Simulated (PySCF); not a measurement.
## Dipole moment and polarisability of SiH2Me(OEt)

Compound: SiH2Me(OEt), C3H10OSi.
Cartesian coordinates in Å at the PBE0-D3(BJ)/def2-SVP level; atoms count from 1:
```xyz
15
C3H10OSi angstrom
Si     0.576    1.270    0.383
H      0.571    1.350    1.881
H      2.004    1.326   -0.071
C     -0.417    2.656   -0.367
H     -0.014    3.632   -0.057
H     -1.468    2.598   -0.045
H     -0.390    2.603   -1.466
O     -0.119   -0.165   -0.107
C      0.351   -1.434    0.274
C     -0.549   -2.500   -0.307
H      1.390   -1.583   -0.080
H      0.377   -1.522    1.378
H     -0.199   -3.504   -0.025
H     -1.579   -2.372    0.057
H     -0.565   -2.430   -1.405
```

Level: wB97X-D/def2-SVPD (PySCF), static field, nuclei fixed, core orbitals frozen in the response. The polarisability tensor in these axes (au):

```
x   65.02 -0.38  2.21
y   -0.38 79.93 -0.78
z    2.21 -0.78 63.45
```

Task: Diagonalise the tensor; give its mean and Δα, where Δα² is half the sum of the squared differences of the eigenvalues.

Result: Principal values 61.89, 66.53 and 79.98 au; mean 69.47 au = 10.29 Å³ = 11.45 × 10⁻⁴⁰ C²·m²/J; Δα = 16.28 au (23 % of the mean).

Task: What is the dipole moment, and where does it point?

Result: (0.20, -0.11, 0.17) D, 0.29 D in size, pointing from the negative to the positive side. Measured along this direction, the outermost atoms are H7 and H6 at the negative end and H12 at the positive end.

Task: In a dilute gas of rigid molecules at 250 K, how does the orientational term μ²/3kT compare with the electronic polarisability?

Result: In Gaussian units μ²/3kT = 0.80 Å³ against 10.29 Å³, a ratio of 0.08; the Debye molar polarisation (4π/3)N_A(α + μ²/3kT) is 28.0 cm³/mol, leaving out the vibrational part.

Task: Find the Langevin capture rate constant for NO+ (29.998 u) meeting this molecule (90.050 u), k = 2.342 × 10⁻⁹ cm³/s × √(α in Å³ / reduced mass in u).

Result: The reduced mass is 22.50 u, so k = 1.58 × 10⁻⁹ cm³/s.

Task: Refractivity n − 1 of an ideal gas of it at 273.15 K and 1 atm, from the electronic α?

Result: N = p/kT = 2.6868 × 10¹⁹ cm⁻³, so n − 1 = 2π × N × 10.29 × 10⁻²⁴ cm³ = 1738 × 10⁻⁶ at long wavelengths.

Task: Traceless (Buckingham) quadrupole moment about the centre of nuclear charge: eigenvalues?

Result: -3.44, -1.73, 5.17 D·Å. The values depend on the origin, since the dipole doesn't vanish. The electronic extent ⟨r²⟩ about the same centre is 823 bohr², a root-mean-square distance of 2.15 Å for the 50 electrons.

The structure is a single PBE0-D3(BJ)/def2-SVP conformer in the gas phase; no vibrational or solvent corrections.
